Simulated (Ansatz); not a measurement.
**Energy profile**

The step: InN₂H₄Cl ([NH2][In]([NH2])[Cl]) → InNHCl ([NH][In][Cl]) + NH₃ (still joined by a long In–N bond); bonds formed: N2–H4; bonds broken: N3–H4; bonds weakened to dative contacts: In1–N2 (atoms numbered as in the saddle structure below).

In1  (-1.140, 0.324, 0.094)
N2  (0.964, 0.263, -0.605)
N3  (-0.169, -0.972, 1.184)
H4  (0.783, -0.621, 0.316)
Cl5  (-2.648, 1.824, -0.763)
H6  (1.614, 1.013, -0.407)
H7  (1.174, -0.098, -1.526)
H8  (-0.578, -1.734, 1.707)
(Å)

Electronic energies by CCSD(T) at an estimated basis limit (MP2 extrapolated from triple and quadruple zeta, plus CCSD(T) − MP2 in triple zeta), on PBE0-D4/def2-TZVP structures; InN2H4Cl, closed shell; no counterpoise correction. Ansatz 0.2.0; basis: def2-TZVPP and def2-QZVPP; cores frozen in the correlated methods. Filled d shells of the heavier atoms are correlated. Core potentials replace the inner electrons of the atoms past krypton. The def2 sets are not built for correlating such inner shells, so the correlated values are less sure here. Extrapolation: Hartree–Fock as exp(−7.88 √X), correlation as X^−2.97.

Q: Give the profile in kcal/mol, counted from the start structure. (To be estimated.)

A: The calculation gives:
```csv
point,kcal/mol
start structure,0.00
saddle,48.58
end structure,32.75
"separated: InNHCl (linked as [NH][In][Cl]; In1, N3, Cl5, H8; singlet) + NH3 (N2, H4, H6, H7; singlet)",55.62
```

T1 diagnostic: at most 0.023. The restricted Hartree–Fock reference is unstable towards an unrestricted one at one or more of these structures.

For scale, one of the runs: CCSD(T)/def2-TZVPP, 210 basis functions, launched by `ansatz run in.yaml --threads 4 --pin off --events-out ev --progress --plain --max-ram 9574MiB`. The run took 100 s on 4 CPU threads of an Arm Neoverse V1 (shared host), with 3.2 GiB of host memory at its peak.
